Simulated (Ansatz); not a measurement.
C2H4BF (`FB1CC1`), relaxed with RKS PBE0-D4/def2-TZVP in Ansatz from a PBE-D4/def2-SVP geometry. The force threshold is 0.005 eV/Å; the program also tests the step.

Total charge 0; spin multiplicity 1.

Start:

```xyz
8

F    -0.400    1.028   -2.036
B    -0.172    0.440   -0.872
C    -0.171   -0.837   -0.038
C     0.277    0.563    0.580
H    -1.111   -1.273    0.344
H     0.619   -1.598   -0.166
H    -0.386    1.002    1.347
H     1.344    0.674    0.842
```

```csv
step,energy (eV),largest force (eV/Å),largest move (Å)
1,-5528.5275,0.634,0.000
2,-5528.5579,0.254,0.020
3,-5528.5613,0.015,0.012
4 (rejected),-5528.5612,0.039,0.006
5,-5528.5613,0.039,0.003
6,-5528.5614,0.001,0.001
```

End:

```xyz
8

F    -0.397    1.018   -2.016
B    -0.170    0.436   -0.864
C    -0.170   -0.830   -0.041
C     0.274    0.561    0.574
H    -1.094   -1.253    0.342
H     0.612   -1.576   -0.157
H    -0.381    0.984    1.331
H     1.325    0.660    0.831
```

Hardware: 2 threads of an Arm Neoverse V1 on a shared host. Wall time 16 s, peak host memory 0.25 GiB.
